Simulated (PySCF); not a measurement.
## TDDFT excited states: C7H10NOP

Compound: C7H10NOP.
InChI=1S/C7H10NOP/c1-3-8-4-7(6(2)9)10-5-8/h4-5H,3H2,1-2H3

Computed with PySCF, TDDFT wB97X-D/def2-SVPD, vertical, gas phase, core orbitals frozen in the response. Geometry: PBE0-D3(BJ)/def2-SVP, one conformer, isolated molecule. Torsions of this conformer, `[CH3:1][CH2:2][n:3]1[cH:4][p:5][c:6]([C:7]([CH3:8])=[O:9])[cH:10]1`: C1–C2–N3–C4 85°, P5–C6–C7–C8 3°.

```csv
state,E (eV),λ (nm),ν̃ (cm⁻¹),f,|μ| (D),"main configurations (H = HOMO, L = LUMO)"
S1,4.11,301.9,33120,0.0003,0.13,H-1→L (82%)
S2,4.99,248.4,40250,0.042,1.49,H→L (90%)
S3,5.25,236.0,42360,0.061,1.75,"H-2→L (69%), H→L+1 (25%)"
S4,5.79,214.3,46670,0.304,3.72,"H→L+1 (67%), H-2→L (22%)"
S5,5.85,211.8,47210,0.019,0.93,H-3→L (84%)
S6,6.23,199.0,50250,0.245,3.22,H-2→L+1 (83%)
S7,6.34,195.5,51150,0.0091,0.62,"H→L+2 (33%), H→L+3 (26%), H→L+4 (13%)"
S8,6.49,190.9,52370,0.0014,0.24,"H-1→L+1 (48%), H-3→L+1 (35%)"
S9,6.61,187.7,53290,0.0008,0.18,"H-3→L+1 (42%), H-1→L+1 (31%)"
S10,6.79,182.7,54740,0.022,0.92,"H→L+2 (35%), H→L+3 (24%), H→L+5 (9%)"
```

Triplets, Tamm–Dancoff:

```csv
state,E (eV),λ (nm),"main configurations (H = HOMO, L = LUMO)"
T1,3.53,351.3,"H→L (54%), H→L+1 (40%)"
T2,3.66,338.6,H-1→L (81%)
T3,3.97,312.5,"H-2→L (60%), H→L (15%), H→L+1 (12%)"
T4,4.50,275.5,"H→L+1 (40%), H-2→L (28%), H→L (24%)"
```

The lowest singlet lies at 4.11 eV (302 nm, ultraviolet) and is dark (f under 0.0005); its leading configuration is HOMO-1→LUMO (82%). The most intense listed level is S4 at 5.79 eV (214 nm, f = 0.304), 1.68 eV above S1. Löwdin shares by element: HOMO carbon 44% or more, phosphorus 32%, nitrogen 11%; LUMO carbon 30% or more, phosphorus 20%, oxygen 18% (atoms not listed hold the other 31%). Weighted by f, the mean energy of these states is 5.89 eV. The oscillator strengths of these states sum to 0.705; summed over the whole spectrum of an exact calculation they would give the number of electrons, 82 (Thomas–Reiche–Kuhn). Of the 10 states listed, 6 reach f = 0.01 and 1 stays under 0.0005. All these states lie below the vertical ionisation energy of 8.48 eV (ΔSCF). Singlets were solved by full linear response, triplets in the Tamm–Dancoff approximation.
